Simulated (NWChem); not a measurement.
Species: CH5B; SMILES BC

```xyz
7

B     -0.0011    -0.8709    -0.0177
H      1.0281    -1.4845     0.0174
H     -1.0258    -1.4916     0.0199
C     -0.0021     0.6896    -0.0299
H      0.0392     0.9788     1.0380
H     -0.9112     1.1493    -0.4321
H      0.8810     1.1436    -0.4933
```
Atoms are numbered in this order, from 1.

Program: NWChem. All runs use the structure optimised with B3LYP/6-31G* (spherical d). Static field.

```json
[
 {"level": "PBE/aug-cc-pVDZ", "isotropic polarisability (bohr³)": "31.2", "anisotropy (bohr³)": "8.6"},
 {"level": "B3LYP/aug-cc-pVDZ", "isotropic polarisability (bohr³)": "30.3", "anisotropy (bohr³)": "7.7"},
 {"level": "LDA (Slater exchange, VWN5)/aug-cc-pVDZ", "isotropic polarisability (bohr³)": "…", "anisotropy (bohr³)": "8.9"},
 {"level": "Hartree-Fock/aug-cc-pVDZ", "isotropic polarisability (bohr³)": "28.1", "anisotropy (bohr³)": "5.9"}
]
```

### Question
What belongs in the gaps?

### Answer

- LDA (Slater exchange, VWN5)/aug-cc-pVDZ, isotropic polarisability (bohr³): 31.9
